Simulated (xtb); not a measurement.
HgI, SMILES [I][Hg+], charge +1. All values are semi-empirical tight-binding results from xtb (GFN2-xTB unless named), good for trends rather than for accurate numbers. Geometry: GFN2-xTB. The multiplicity is an assumed one; other spin states were not compared.

For metal compounds this method's bond lengths and energies can be far off.

Computed properties:
- point group as xtb finds it: C∞v
- orbital gap: 1.92 eV
